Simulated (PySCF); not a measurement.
HO2Si, SMILES [OH+]=[Si]=O, charge +1. Geometry optimised at B3LYP-D3(BJ)/def2-TZVP. The isomer is the one that the SMILES or the coordinates give; other isomers of the formula were not compared.

TDA-ωB97X/def2-SVPD in PySCF puts the lowest singlet excitations at 4.55, 4.61, 6.67, 7.09, 7.38, 7.45 eV.

### Question
What are the lowest excitation roots from ADC(2)/aug-cc-pVDZ (PySCF)? (Estimate from the structure and the level; the computed values follow.)

### Answer
4.06, 4.14, 6.18, 6.62, 6.82, 6.98 eV. S1 differs by -0.49 eV (second minus first; roots are paired by order, and the bases may differ).
